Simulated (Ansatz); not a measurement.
The same ligand exchange along the group B, Al, In.

Computed with Ansatz on PBE0-D4/def2-TZVP structures; ΔE is electronic, products minus reactants. CCSD(T)/CBS adds triple-zeta CCSD(T) − MP2 to the extrapolated MP2 energy (def2 sets, frozen cores). This one scheme is used for every species. Elements past krypton have def2 core potentials. For Br, In outer-core shells are correlated without core-valence functions, which leaves a few kJ/mol of doubt a bond. Scalar relativity is left out up to krypton. Each species was taken in one conformer, which may not be the lowest.

Q: Order these by ΔE at CCSD(T)/CBS, lowest first. (Best estimate.)
A. `CB(O)Br` + H₂S → `CB(S)Br` + H₂O
B. `[CH3][Al]([OH])[Br]` + H₂S → `[CH3][Al]([SH])[Br]` + H₂O
C. `[CH3][In]([OH])[Br]` + H₂S → `[CH3][In]([SH])[Br]` + H₂O

A: C (-0.63 eV), B (+0.23 eV), A (+0.61 eV).

Largest T1 diagnostic: 0.013, for `[CH3][In]([OH])[Br]`.
